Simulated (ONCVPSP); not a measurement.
**revPBE ONCV dataset for ytterbium, scalar-relativistic all-electron reference.**

```
Element                 : Yb
Generator               : ONCVPSP 4.0.1
Type                    : optimised norm-conserving Vanderbilt (ONCV)
Functional              : revPBE
Relativity              : scalar-relativistic
Frozen core             : [Xe]
Valence charge          : 16
Reference configuration : 4f14 6s1.5 (charge +0.5)
Partial waves           : 6s: rc 3.30 bohr, ncon 4, nbas 8, qcut 2.1 1/bohr, 2 projectors, debl 1.4 Ha; p scattering state at 0.18 Ha: rc 2.70 bohr, ncon 4, nbas 8, qcut 3 1/bohr, 1 projector; d scattering state at 0.1 Ha: rc 2.95 bohr, ncon 4, nbas 7, qcut 3.5 1/bohr, 2 projectors, debl 2.4 Ha; 4f: rc 1.15 bohr, ncon 4, nbas 8, qcut 13.5 1/bohr, local
Local potential         : the f channel
Core correction         : none
```

In the d channel the program set the typed energies aside and used -0.122, 2.278 Ha.

**Question.** Does the generator finish with these settings?

**Answer.** Yes, a potential is produced and its reference levels are reproduced.

**Question.** Estimate the cutoffs (Ha) at which the residual kinetic energy of the hardest occupied pseudo-wave falls to 1 and 0.1 mHa per electron.

**Answer.** 87 Ha and 193 Ha.

**Question.** What does a ghost test show?

**Answer.** Ghosts flagged at negative energy: s at -535.6 eV, s at -127.8 eV, p at -469.6 eV, p at -17.1 eV (a further GHOST(-) flag falls on a real empty level of the atom); GHOST(+) flagged for d at 109.6 eV. A true bound ghost makes a file unfit for plane-wave use.

**Question.** Which valence shell sets the plane-wave cutoff?

**Answer.** 4f: 87 Ha for 1 mHa per electron, against 2 Ha for 6s.

Tests left out (the all-electron energies of this program are off by 10 to 40 meV for near-neutral 4f atoms).
